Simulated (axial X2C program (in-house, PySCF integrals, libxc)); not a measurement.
# Potential curves of WGe, 2c

Computed with an in-house all-electron X2C program for linear molecules (integrals from PySCF). Two-component (2c) means X2C with spin–orbit coupling and atomic mean-field two-electron Coulomb and Gaunt terms. Basis: W dyall-v2z [11s12p9d6f], Ge dyall-v2z [7s8p5d] (cores contracted in-house); Gaussian nuclei, density fitting, unrestricted open shells. Masses: W 183.951 u, Ge 73.921 u.

State: Ω = 3 (⟨Sz⟩ = 1.97, ⟨Lz⟩ = 1.03 at PBE0). Energies in eV from the lowest point of each curve. Fits are polynomials in 1 − R0/R over 0.85 to 1.23 times the lowest point R0.

```tsv
R (Å)	PBE0
2.0932	0.8760
2.1895	0.3395
2.2616	0.1237
2.3338	0.0210
2.4060	0.0000
2.4902	0.0469
2.5744	0.1450
2.6827	0.3164
2.8150	0.5609
```

One determinant describes the state; a PBE0 search over occupations chose it and may have missed a lower one. Density functionals use the spin component along the axis (collinear). PBE0 can misorder states that lie within some tenths of an eV, so this need not be the ground state of the molecule. The nearest other 2c determinant of the search, Ω = 1, lies 0.16 eV up at the distance of the search. The functionals have no current-density term, which raises determinants with orbital currents, atoms included. With several unpaired electrons one determinant need not be a pure state. Open-shell Ω = 0 determinants with evenly filled partner blocks cannot be reached by this program, so the Ω shown need not be the lowest component. The determinant is spin-polarised beyond a pure state at some levels (its spin-free form has ⟨S²⟩ too high), which makes Re and μ there less reliable.

(1) What are Re and ωe at the PBE0 level?

Results:

(1) At PBE0, 2c: Re = 2.392 Å, ωe ≈ 246 cm⁻¹; Be follows as 0.0559 cm⁻¹.
